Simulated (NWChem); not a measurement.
Everything below was run with NWChem. System: CuI, charge 0, spin multiplicity 1, at a geometry optimised with PBE/def2-SVP with def2 effective core potentials on I. The structure started from a generated list of species. Level: G0W0@PBE/def2-TZVP with def2 effective core potentials on I, RI basis def2-tzvp-rifit, no spin-orbit coupling.

The NWChem input:

```
start mol
memory heap 200 mb stack 700 mb global 1700 mb
geometry units angstroms nocenter noautoz
  Cu     0.000000     0.000000    -1.533080
  I      0.000000     0.000000     0.838855
  symmetry group C2v
end
basis spherical
  * library def2-tzvp
end
ecp
  I library def2-ecp
end
basis "ri basis" bse spherical
  * library def2-tzvp-rifit
end
dft
  xc xpbe96 cpbe96
  iterations 100
  direct
  tolerances tight
end
task dft energy
gw
  states alpha occ 4 vir 2
end
task dft gw
```

NWChem printed:

```
             Northwest Computational Chemistry Package (NWChem) 7.3.0
             --------------------------------------------------------

                                NWChem Input Module
                                -------------------

 Scaling coordinates for geometry "geometry" by  1.889725989
 (inverse scale =  0.529177249)

 Turning off AUTOSYM since
 SYMMETRY directive was detected!

                             Geometry "geometry" -> ""
                             -------------------------

 Output coordinates in angstroms (scale by  1.889725989 to convert to a.u.)

  No.       Tag          Charge          X              Y              Z
 ---- ---------------- ---------- -------------- -------------- --------------
    1 Cu                  29.0000     0.00000000     0.00000000    -1.53308000
    2 I                   53.0000     0.00000000     0.00000000     0.83885500

 Effective nuclear repulsion energy (a.u.)     342.9037607323

            Nuclear Dipole moment (a.u.)
            ----------------------------
        X                 Y               Z
 ---------------- ---------------- ----------------
     0.0000000000     0.0000000000    -0.0000094486

      Symmetry information
      --------------------

 Group name             C2v
 Group number             16
 Group order               4
 No. of unique centers     2

      Symmetry unique atoms

     1    2


 Summary of "ao basis" -> "" (spherical)
 ------------------------------------------------------------------------------
       Tag                 Description            Shells   Functions and Types
 ---------------- ------------------------------  ------  ---------------------
 *                         def2-tzvp                  on all atoms

 Summary of "ri basis" -> "" (spherical)
 ------------------------------------------------------------------------------
       Tag                 Description            Shells   Functions and Types
 ---------------- ------------------------------  ------  ---------------------
 *                      def2-tzvp-rifit               on all atoms

  pbe96 is a nonlocal functional; adding pw91lda local functional.

                                 NWChem DFT Module
                                 -----------------

 Summary of "ao basis" -> "ao basis" (spherical)
 ------------------------------------------------------------------------------
       Tag                 Description            Shells   Functions and Types
 ---------------- ------------------------------  ------  ---------------------
 Cu                        def2-tzvp                15       45   6s4p4d1f
 I                         def2-tzvp                16       50   6s5p3d2f

 Summary of "ao basis" -> "ao basis" (spherical)
 ------------------------------------------------------------------------------
       Tag                 Description            Shells   Functions and Types
 ---------------- ------------------------------  ------  ---------------------
 Cu                        def2-tzvp                15       45   6s4p4d1f
 I                         def2-tzvp                16       50   6s5p3d2f

      Symmetry analysis of basis
      --------------------------

        a1         41
        a2         10
        b1         22
        b2         22

            General Information
            -------------------
          SCF calculation type: DFT
          Wavefunction type:  closed shell.
          No. of atoms     :     2
          No. of electrons :    54
[...]
  ----- ------------  ---------------      ----- ------------  ---------------
    62      0.447407  2 I  py                56     -0.385156  2 I  py
    20     -0.360631  1 Cu d -1              59      0.312476  2 I  py
    65      0.277920  2 I  py                25     -0.206075  1 Cu d -1
    30     -0.125191  1 Cu d -1              17      0.077770  1 Cu py
    53     -0.048941  2 I  py                11     -0.039887  1 Cu py

 Vector   28  Occ=0.000000D+00  E=-1.388359D-01  Symmetry=a1
              MO Center= -6.8D-16, -6.0D-16, -1.6D+00, r^2= 4.4D+00
   Bfn.  Coefficient  Atom+Function         Bfn.  Coefficient  Atom+Function
  ----- ------------  ---------------      ----- ------------  ---------------
     5      0.678133  1 Cu s                  6      0.457968  1 Cu s
    51     -0.296565  2 I  s                 63      0.290385  2 I  pz
    66      0.252956  2 I  pz                18     -0.236419  1 Cu pz
    57     -0.217428  2 I  pz                60      0.175542  2 I  pz
     4     -0.158793  1 Cu s                  3     -0.153122  1 Cu s

 Vector   29  Occ=0.000000D+00  E= 2.014870D-02  Symmetry=b2
              MO Center=  7.1D-20, -1.0D-17, -1.5D+00, r^2= 3.5D+00
   Bfn.  Coefficient  Atom+Function         Bfn.  Coefficient  Atom+Function
  ----- ------------  ---------------      ----- ------------  ---------------
    17      0.822397  1 Cu py                35     -0.326511  1 Cu d -1
    62     -0.312621  2 I  py                65      0.295571  2 I  py
    78     -0.257808  2 I  d -1              11     -0.214924  1 Cu py
    56      0.125869  2 I  py                 8      0.077333  1 Cu py
    59     -0.077582  2 I  py                68      0.069209  2 I  d -1

 Vector   30  Occ=0.000000D+00  E= 2.014870D-02  Symmetry=b1
              MO Center=  4.7D-16,  2.9D-20, -1.5D+00, r^2= 3.5D+00
   Bfn.  Coefficient  Atom+Function         Bfn.  Coefficient  Atom+Function
  ----- ------------  ---------------      ----- ------------  ---------------
    16      0.822397  1 Cu px                37      0.326511  1 Cu d  1
    61     -0.312621  2 I  px                64      0.295571  2 I  px
    80      0.257808  2 I  d  1              10     -0.214924  1 Cu px
    55      0.125869  2 I  px                 7      0.077333  1 Cu px
    58     -0.077582  2 I  px                70     -0.069209  2 I  d  1

 center of mass
 --------------
 x =   0.00000000 y =   0.00000000 z =   0.09929555

 moments of inertia (a.u.)
 ------------------
         845.195694123950           0.000000000000           0.000000000000
           0.000000000000         845.195694123950           0.000000000000
           0.000000000000           0.000000000000           0.000000000000

     Multipole analysis of the density
     ---------------------------------

     L   x y z        total         alpha         beta         nuclear
     -   - - -        -----         -----         ----         -------
     0   0 0 0     -0.000000    -27.000000    -27.000000     54.000000

     1   1 0 0     -0.000000     -0.000000     -0.000000      0.000000
     1   0 1 0     -0.000000     -0.000000     -0.000000      0.000000
     1   0 0 1     -1.510635     21.437572     21.437572    -44.385780

     2   2 0 0    -30.651299    -15.325650    -15.325650      0.000000
     2   1 1 0     -0.000000     -0.000000     -0.000000      0.000000
     2   1 0 1     -0.000000     -0.000000     -0.000000      0.000000
     2   0 2 0    -30.651299    -15.325650    -15.325650      0.000000
     2   0 1 1     -0.000000     -0.000000     -0.000000      0.000000
     2   0 0 2    -22.980642   -164.602627   -164.602627    306.224611

 Task  times  cpu:       91.7s     wall:       91.7s

                                NWChem Input Module
                                -------------------

                                 NWChem GW Module
                                 ----------------

                             ***********************
                             ***        GW       ***
                             ***********************

 Summary of "ri basis" -> "ri basis" (spherical)
 ------------------------------------------------------------------------------
       Tag                 Description            Shells   Functions and Types
 ---------------- ------------------------------  ------  ---------------------
 Cu                     def2-tzvp-rifit             38      182   9s8p8d6f5g2h
 I                      def2-tzvp-rifit             38      184   9s8p8d6f4g3h

                 Memory Information
                 ------------------
          Available GA per process is          1699.9 MBs
          Available stack per process is        700.0 MBs
          Available heap per process is           0.0 MBs

          Peak memory in Initialization
              Peak GA per process is                  8.7 MBs
              Peak stack per process is               0.1 MBs
              Peak heap per process is                9.3 MBs
              Memory not in MA per process            0.0 MBs

          Peak memory in AFF Calculation
              Peak GA per process is                 38.4 MBs
              Peak stack per process is              25.7 MBs
              Peak heap per process is                0.0 MBs
              Memory not in MA per process           25.7 MBs

          Computing 2-center integrals
          Computing Inverse Cholesky factor
          Computing 3-center integrals
          Computing V_xc ...

          Computing Sigma_x
          Computing RPA polarizability
          Solving quasiparticle equations

                  Alpha Orbitals
          State     Energy (eV)     Error (eV)
          -----------------------------------
@GW        24         -9.350           0.003
@GW        25         -8.761           0.004
@GW        26         -8.266           0.002
@GW        27         -8.266           0.002
@GW        28         -1.193           0.002
@GW        29          2.962           0.005

   Applying  -2.5522 eV scissor-shift to rest of particle states

   Applying   2.5851 eV scissor-shift to rest of hole states

     GW Timing Statistics
   ------------------------
   Init.   :          0.2s
     ERIs  :          1.8s
     Distr.:          0.0s
     Vxc   :          0.2s
   Sigma_x :          0.0s
   RPA     :          2.1s
   Wmn     :          0.1s
   Sigma_c :          0.0s
   GW total:          4.4s

 Task  times  cpu:        4.4s     wall:        4.4s

 Total times  cpu:       96.2s     wall:       96.2s
```
